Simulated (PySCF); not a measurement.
How methods differ on the ionisation energy of Se⁺

Se⁺ [Ar] 3d10 4s2 4p3 (4S) → Se²⁺ [Ar] 3d10 4s2 4p2 (3P), as a difference of total energies. Computed with PySCF 2.14 in Sapporo-DKH3-DZP-2012 (6s5p3d1f, 43 functions), with the spin-free X2C one-electron Hamiltonian (Gaussian nucleus). Correlated levels: valence: [Ar] 3d10 frozen. The calculations carry no spin-orbit coupling.

```csv
method,ionisation energy (eV),difference from reference (eV)
UHF,20.894,-0.302
BP86,21.437,+0.241
PBE,21.357,+0.161
MP2 (valence),21.280,+0.084
SCS-MP2 (valence),21.154,-0.042
CCSD (valence),21.236,+0.040
CCSD(T) (valence),21.241,+0.045
```

Reference: 21.196 ± 0.01 eV (measured; NIST Atomic Spectra Database, ionization energies).

The reference lies between the lowest fine-structure levels, while these numbers refer to the centres of the terms.

Errors of the correlated levels include the incompleteness of this basis and the frozen core.
